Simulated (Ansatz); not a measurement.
Abridged output of a molecular run in Ansatz:

```
Functional definition: HF
1419 factors; integrals over basis functions are off by at most 1.1e-3 eV
mean field evaluation 1: about -12797.7184 eV, gradient 4.8e1 eV
mean field evaluation 2: about -12797.9637 eV, gradient 4.8e1 eV
mean field evaluation 4: about -12802.5553 eV, gradient 4.0e0 eV
mean field evaluation 8: about -12802.6180 eV, gradient 2.1e-1 eV
mean field -12802.61821720 eV, -470.4875415559 hartree, gradient 4.7e-6 eV, S^2 0.000000; 0 other end points of the search recorded, 0 dependent functions left out
9 core orbitals not correlated: weight in the atoms' cores, before any rotation towards them, 1.000 or more for the frozen orbitals, at most 0.000 for the correlated occupied ones
reference -12802.61821720 eV, -470.4875415559 hartree; 14, 14 occupied and 213, 213 virtual orbitals, 1419 factors
second order -23.82974295 eV of doubles, -0.00000000 eV of singles
cycle   1  -23.75928714 eV  change    7.0e-2 eV  update   1.2e-1
cycle   2  -24.39317641 eV  change   -6.3e-1 eV  update   3.7e-2
cycle   3  -24.55163015 eV  change   -1.6e-1 eV  update   2.0e-2
cycle   4  -24.52943368 eV  change    2.2e-2 eV  update   5.0e-3
cycle   5  -24.52957613 eV  change   -1.4e-4 eV  update   2.3e-3
cycle   6  -24.53008461 eV  change   -5.1e-4 eV  update   5.5e-4
cycle   7  -24.52973574 eV  change    3.5e-4 eV  update   2.5e-4
cycle   8  -24.52968404 eV  change    5.2e-5 eV  update   6.8e-5
cycle   9  -24.52971531 eV  change   -3.1e-5 eV  update   3.0e-5
perturbative correction -1.00306848 eV, -0.0368620868 hartree
Total energy: -12828.15100100 eV, -471.4258540537 hartree
```

Its atoms:

Cartesian coordinates in Å:
```
C -0.921 0.179 1.399
Al -0.053 0.697 -0.258
O 1.671 -0.131 -0.509
C 1.119 -0.847 -1.388
O -0.111 -0.677 -1.611
H -0.736 -0.868 1.653
H -2.005 0.318 1.337
H -0.571 0.790 2.237
H -0.087 2.134 -0.915
H 1.692 -1.596 -1.945
```

Problem. Which basis set was used?
A. def2-TZVPP
B. cc-pV(D+d)Z
C. def2-SVP
D. cc-pV(Q+d)Z

Solution. A. It gives 236 functions.

Problem. Write the keys of the input that set method, charge and spin (a neutral closed shell needs none for the last two).

Solution. 
```yaml
correlation: {method: ccsd_t}
```
